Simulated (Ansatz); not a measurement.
Consider the ligand exchange at the Si–C bond: `[SiH3]C1(S)CO1` + HBr → `[SiH3]Br` + `SC1CO1`.

Calculated with Ansatz (gas phase, PBE0-D4/def2-TZVP geometries, no zero-point term in ΔE). CBS: MP2 limit from def2 TZ/QZ plus the TZ coupled-cluster correction, frozen cores. Functionals use def2-TZVPP. B3LYP here is the variant with VWN-RPA as its local correlation; programs differ in this. For Br outer-core shells are correlated without core-valence functions, which leaves a few kJ/mol of doubt a bond. Scalar relativity is left out up to krypton. Each species was taken in one conformer, which may not be the lowest.

Task: Is it downhill or uphill in electronic energy at CCSD(T)/CBS, and by how much? (Best estimate.)

Result: Computed: Downhill: ΔE = -99.8 kJ/mol.

Task: What do these levels give: r2SCAN-D4, r2SCAN0-D4, ωB97X-V, B3LYP, HF/def2-SVP, HF/CBS(def2)? (Best estimate.)

Result: Computed: r2SCAN-D4 -101.0, r2SCAN0-D4 -105.2, ωB97X-V -101.1, B3LYP -106.4, HF/def2-SVP -113.7, HF/CBS(def2) -122.6 kJ/mol.

Task: What do rigid-rotor, harmonic-oscillator terms from PBE0-D4/def2-TZVP frequencies (298.15 K, 1 bar) make of the CCSD(T)/CBS value? (Estimate.)

Result: The calculation gave: ΔZPE = +14.0 kJ/mol, ΔH = -89.3 kJ/mol, ΔS = 7 J/(mol·K), ΔG = -91.5 kJ/mol.

Largest T1 diagnostic among the species: 0.013.

The D4 term adds +8.9 kJ/mol with B3LYP and +5.0 kJ/mol with PBE0; it sums over pairs of atoms, weighted by their polarisabilities, and B3LYP, whose exchange is more repulsive, gets the larger term. At CCSD(T), def2-SVP lies +11.1 kJ/mol from the extrapolated value and def2-TZVPP +3.8 kJ/mol.
